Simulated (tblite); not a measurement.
Start geometry of `C[N+](C)(C)/C=C/C=C/C=C/N1C=CC=C1` from a force field or distance geometry (Å):
```
atom  x, y, z in Å
C1    -4.6173   -1.5966   -0.1852
N2    -3.8893   -0.3775    0.1523
C3    -4.4838    0.1107    1.4027
C4    -4.1473    0.6155   -0.8712
C5    -2.5059   -0.6350    0.3339
C6    -1.5396    0.1293   -0.1123
C7    -0.1353   -0.2222    0.1123
C8     0.8724    0.5331   -0.3098
C9     2.2592    0.1297   -0.0638
C10    3.2600    0.8897   -0.4931
N11    4.6248    0.5143   -0.2625
C12    5.0733   -0.5900    0.3936
C13    6.4535   -0.5499    0.3981
C14    6.8170    0.6077   -0.2908
C15    5.6599    1.2679   -0.6821
H16   -4.9164   -1.5992   -1.2444
H17   -4.0295   -2.4891    0.0841
H18   -5.5374   -1.6400    0.4714
H19   -4.2289   -0.6247    2.2134
H20   -4.1157    1.1157    1.6642
H21   -5.5990    0.1386    1.2469
H22   -3.7145    0.3503   -1.8444
H23   -5.2639    0.6890   -0.9371
H24   -3.7271    1.5625   -0.5444
H25   -2.2335   -1.5430    0.8698
H26   -1.7628    1.0395   -0.6412
H27    0.0886   -1.1359    0.6563
H28    0.6133    1.4412   -0.8486
H29    2.5133   -0.7589    0.4605
H30    3.0840    1.8210   -1.0378
H31    4.4606   -1.3450    0.8297
H32    7.1528   -1.2536    0.8122
H33    7.8293    0.9763   -0.4926
H34    5.6720    2.1874   -1.2221
```

What comes out of this run: GFN2-xTB geometry optimisation, gas phase (tblite)?

```
atom  x, y, z in Å
C1    -4.6366   -1.5528   -0.3064
N2    -3.9644   -0.3309    0.1820
C3    -4.5571    0.0761    1.4737
C4    -4.1656    0.7471   -0.8004
C5    -2.5492   -0.6438    0.4014
C6    -1.4934    0.0252   -0.0833
C7    -0.1501   -0.3517    0.1962
C8     0.9182    0.3382   -0.2765
C9     2.2663   -0.0064   -0.0141
C10    3.3001    0.7346   -0.4805
N11    4.6210    0.4932   -0.2858
C12    5.2040   -0.5579    0.3887
C13    6.5524   -0.4085    0.3430
C14    6.8246    0.7833   -0.3881
C15    5.6296    1.3074   -0.7576
H16   -4.1868   -1.8675   -1.2469
H17   -4.5255   -2.3579    0.4176
H18   -5.6978   -1.3652   -0.4628
H19   -4.4343   -0.7173    2.2088
H20   -4.0542    0.9687    1.8425
H21   -5.6188    0.2864    1.3533
H22   -3.7053    0.4776   -1.7496
H23   -5.2314    0.9044   -0.9590
H24   -3.7278    1.6747   -0.4368
H25   -2.4118   -1.5010    1.0406
H26   -1.6127    0.8909   -0.7182
H27    0.0076   -1.2228    0.8149
H28    0.7480    1.2133   -0.8916
H29    2.4458   -0.8871    0.5833
H30    3.0969    1.6213   -1.0699
H31    4.6163   -1.3287    0.8427
H32    7.2813   -1.0645    0.7743
H33    7.7935    1.1860   -0.6020
H34    5.4040    2.1945   -1.3155
```

The energy falls by 89.1 kJ/mol over 136 L-BFGS steps, the largest force on an atom goes from 3.31 to 0.010 eV/Å, and the atoms move by 0.297 Å rms after alignment. The bond that changes most is C10–N11 (vinylic carbon bearing nitrogen to pyrrole-type nitrogen), which shortens by 0.077 Å. Bonds longer at the end by more than 0.005 Å: 12 of 34; shorter: 17. Among the angles that change most is N11–C15–H34, from 130.4° to 120.8°. Among the dihedrals that turn most is H16–C1–N2–C3, from 133° to -179°. Rotational constants go from 2812, 140.1, 137.0 to 2819, 137.9, 135.1 MHz. The orientation of the end geometry is arbitrary; only internal coordinates are fixed.

The run took 2.2 s wall on one thread, Arm Neoverse V1 (aarch64), shared host.

Its GFN2-xTB frequencies are all real (lowest 25 cm⁻¹). 2 starts were optimised and ended at 0.00 and 0.30 kcal/mol (GFN2-xTB); the lowest of these is shown.

One conformer stands for the species.

The numbers are calculated, not measured.
